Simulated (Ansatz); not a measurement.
The inner images of a band of CH3OSSb (7 atoms, charge 0, multiplicity 1) are given out of order.

Method: RKS PBE/def2-SVP (Ansatz).

Image 0:

```xyz
7
Properties=species:S:1:pos:R:3
O -0.035 -2.127 0.112
C 0.201 -0.958 0.276
S 1.836 -0.406 0.843
Sb -1.461 0.584 0.037
H 1.563 0.925 0.766
H -0.374 1.840 -0.476
H -1.669 0.074 -1.604
```

Image 6:

```xyz
7
Properties=species:S:1:pos:R:3
O 0.209 -1.820 0.252
C 0.173 -0.616 0.294
S 1.564 0.437 0.763
Sb -1.733 0.553 -0.100
H 2.417 -0.597 1.039
H -0.860 1.981 -0.556
H -1.710 -0.006 -1.739
```

**Question.** Put them in order from the first end to the last, with their energies above the first end.
A.
```xyz
7
Properties=species:S:1:pos:R:3
O 0.053 -2.067 -0.076
C 0.236 -0.919 0.228
S 1.745 -0.433 1.146
Sb -1.434 0.617 0.051
H 1.724 0.874 0.768
H -0.399 1.826 -0.639
H -1.862 0.033 -1.523
```
B.
```xyz
7
Properties=species:S:1:pos:R:3
O 0.172 -1.994 -0.197
C 0.225 -0.874 0.221
S 1.584 -0.349 1.405
Sb -1.491 0.595 0.050
H 1.962 0.699 0.627
H -0.466 1.821 -0.616
H -1.925 0.035 -1.535
```
C.
```xyz
7
Properties=species:S:1:pos:R:3
O 0.393 -1.692 -0.210
C 0.229 -0.579 0.218
S 1.457 0.362 1.156
Sb -1.701 0.615 0.006
H 2.451 -0.570 1.057
H -0.808 1.907 -0.729
H -1.960 -0.110 -1.543
```
D.
```xyz
7
Properties=species:S:1:pos:R:3
O 0.461 -1.687 -0.397
C 0.184 -0.708 0.236
S 1.305 0.092 1.480
Sb -1.674 0.575 0.052
H 2.427 -0.091 0.733
H -0.645 1.798 -0.618
H -1.997 -0.046 -1.532
```
E.
```xyz
7
Properties=species:S:1:pos:R:3
O 0.320 -1.882 -0.305
C 0.188 -0.825 0.230
S 1.428 -0.180 1.537
Sb -1.564 0.579 0.057
H 2.171 0.421 0.565
H -0.512 1.793 -0.590
H -1.969 0.026 -1.540
```

**Answer.** A (+1.2 kcal/mol), B (+5.4 kcal/mol), E (+7.9 kcal/mol), D (+3.3 kcal/mol), C (-1.6 kcal/mol).

Time of the run: 4.3 min on 1 thread of Intel(R) Xeon(R) Platinum 8488C (Sapphire Rapids) (shared host), peak memory 0.27 GiB.
